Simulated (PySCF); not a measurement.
Bond length, frequency and bond energy of BeB⁺ by level of theory

State: ¹Σ⁺ (singlet), closed shell. Set-up: basis Be def2-SVPD, B def2-SVPD; no relativity; PySCF 2.14. De refers to Be + B⁺ in their ground configurations, without counterpoise correction. A positive dipole points towards B; it is taken about the centre of mass and depends on that origin.

| Level | Re (Å) | ωe (cm⁻¹) | De (eV) | μ (D) | CPU s a point (SCF and correlation, without the integrals) |
| --- | --- | --- | --- | --- | --- |
| RHF | 2.269 | 420 | 1.37 | -3.82 | 0.015 |
| RHF-MP2 | 2.228 | 459 | 1.70 | n/a | 0.023 |
| RHF-SCS-MP2 | 2.237 | 448 | 1.64 | n/a | n/a |
| RHF-CCSD | 2.235 | 447 | 1.43 | n/a | n/a |
| RHF-CCSD(T) | 2.223 | 452 | 1.52 | n/a | 0.19 |
| PBE | 2.211 | 469 | 2.48 | -2.99 | 0.29 |
| r²SCAN | 2.222 | 470 | 2.41 | -3.24 | 0.43 |
| M06-L | 2.194 | 523 | 2.46 | -3.61 | 0.49 |
| TPSSh | 2.202 | 474 | 2.32 | -3.29 | 0.47 |
| PBE0 | 2.212 | 473 | 2.26 | -3.30 | 0.39 |
| LC-ωPBE | 2.201 | 491 | 1.97 | -3.90 | 0.31 |
| B2PLYP | 2.201 | 467 | 2.03 | -3.62 | 0.21 |

Question: Which functional lies closest to RHF-CCSD(T) in De, which farthest, and by how much do they differ from it?

Answer: Closest is LC-ωPBE (-2.2 pm in Re, +8.6 % in ωe, +0.45 eV in De against RHF-CCSD(T) in the same basis), farthest PBE (-1.2 pm in Re, +3.8 % in ωe, +0.96 eV in De). CCSD(T) converges more slowly with the basis than the functionals do and binds too weakly in this one, so the order can change at the basis-set limit.

Question: What does the step from GGA to meta-GGA do here, going from PBE to r²SCAN?

Answer: r²SCAN less PBE: +1.1 pm in Re, +0.2 % in ωe, -0.07 eV in De. 

Question: What does second-order correlation do here, going from RHF to RHF-MP2?

Answer: RHF-MP2 less RHF: -4.1 pm in Re, +9.3 % in ωe, +0.33 eV in De. Correlation nearly always deepens the well. The bond shortens, as in weak, metallic or heavy-atom bonds, where dispersion and the correlation of outer-core electrons pull the atoms together.

Correlated steps freeze 1 core orbital. Correlated levels converge slowly with the basis: in double zeta they bind strong bonds too weakly, by up to about 1 eV, and carry superposition errors of some tenths. For an ion De counts to the pair picked by the measured ionisation energies or electron affinities, which need not be the lowest pair at this level. B2PLYP dipoles, levels and charges come from its SCF part alone. The CCSD T1 diagnostic is raised, a sign that a single reference may not be enough here.

The whole job (state search and all levels along the bond) took about 0.85 min on 1 thread of Arm Neoverse V2 (shared host), peak memory 0.41 GiB.
